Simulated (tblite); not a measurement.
C$_{2}$H$_{4}$O$_{2}$, charge +1, doublet, at a GFN2-xTB geometry (a state made from the parent by changing its charge; the spin is typed, not shown lowest); GFN1-xTB in tblite.

Here is a job for tblite.
```
$ tblite run mol.xyz --method gfn1 --charge 1 --spin 1 --guess eeq --json tblite.json --no-restart

# file mol.xyz
8

C     -1.32042707    -0.34233683     0.10969151
C      0.16773184     0.07655207    -0.03935270
O      1.01383999    -0.61812188     0.59301465
O      0.22080451     1.02845262    -0.76494638
H     -2.00780565     0.29290902    -0.45854172
H     -1.37266535    -1.36484274    -0.28366076
H     -1.54266230    -0.24051275     1.17890456
H      1.96214867    -0.37549092     0.51671879
```

Question: Predict the main parts of the log of this tblite run.

Answer: 
```
xTB calculator
 | screened Coulomb repulsion
 | Coulomb electrostatics
 |  * isotropic Klopman-Ohno-Mataga-Nishimoto electrostatics
 |  * onsite third-order electrostatics
 | DFT-D3(BJ) dispersion correction

halogen bonding energy    0.0000000000000E+00 Eh
repulsion energy          1.4202015777383E-01 Eh
dispersion energy        -1.7051488147895E-03 Eh
number of electrons       2.3000000000000E+01 e
integral cutoff           1.9731147476801E+01 bohr

------------------------------------------------------------
  cycle        total energy    energy error   density error
------------------------------------------------------------
      1     -15.04928233773  -1.5189597E+01   5.0881944E-01
      2     -15.15991137940  -1.1062904E-01   3.1507722E-01
      3     -15.17150537557  -1.1593996E-02   1.7261766E-01
      4     -15.18469982781  -1.3194452E-02   3.3702327E-02
      5     -15.18642790894  -1.7280811E-03   4.0602406E-03
      6     -15.18643973697  -1.1828026E-05   1.2859506E-03
      7     -15.18644299982  -3.2628505E-06   2.0021075E-04
      8     -15.18644299481   5.0118683E-09   1.0658218E-04
      9     -15.18644302190  -2.7089648E-08   2.7868645E-05
     10     -15.18644302281  -9.1191765E-10   7.0601920E-06
------------------------------------------------------------

electronic energy        -1.5326758031769E+01 Eh
total energy             -1.5186443022810E+01 Eh

Post processing:
 | Mayer-Wiberg bond orders

[Info] JSON dump of results written to 'tblite.json'
```
